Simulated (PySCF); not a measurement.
Ga(Me)(NH2) (CH5GaN), SMILES [CH3][Ga][NH2], multiplicity 2.

The structure is a stationary point at PBE0-D3(BJ)/def2-SVP. The multiplicity is an assumed one; other spin states were not compared. The isomer is the one that the SMILES or the coordinates give; other isomers of the formula were not compared. Other conformers were not sampled.

The numbers are results of TDA-M06-2X/def2-SVPD in PySCF 2.14.0, not measurements.

Vertical excitations. Gas-phase values at a fixed geometry.

| state | energy (eV) | λ (nm) | f | main pairs |
|---|---|---|---|---|
| root 1 | 2.99 | 414 | 0.019 | α HOMO→LUMO 64 %, β HOMO→LUMO 34 % |
| root 2 | 3.22 | 385 | 0.030 | α HOMO→LUMO 34 %, β HOMO→LUMO 63 % |
| root 3 | 4.41 | 281 | 0.039 | α HOMO→LUMO+1 5 %, β HOMO−1→LUMO 85 % |
| root 4 | 4.80 | 258 | 0.002 | α HOMO→LUMO+1 85 % |
| root 5 | 5.11 | 243 | 0.001 | α HOMO−1→LUMO 49 %, β HOMO→LUMO+1 40 % |
| root 6 | 5.25 | 236 | 0.167 | α HOMO→LUMO+2 82 % |
| root 7 | 5.79 | 214 | 0.151 | α HOMO→LUMO+3 72 %, α HOMO→LUMO+4 13 % |
| root 8 | 6.29 | 197 | 0.000 | α HOMO−2→LUMO 19 %, β HOMO−1→LUMO+1 52 % |
| root 9 | 6.33 | 196 | 0.007 | α HOMO−1→LUMO+1 10 %, β HOMO→LUMO+3 35 %, β HOMO→LUMO+2 16 %, β HOMO−1→LUMO+1 13 %, β HOMO→LUMO+5 7 % |
| root 10 | 6.33 | 196 | 0.156 | α HOMO−1→LUMO 41 %, β HOMO→LUMO+1 46 % |
Unrestricted roots are not spin-pure.
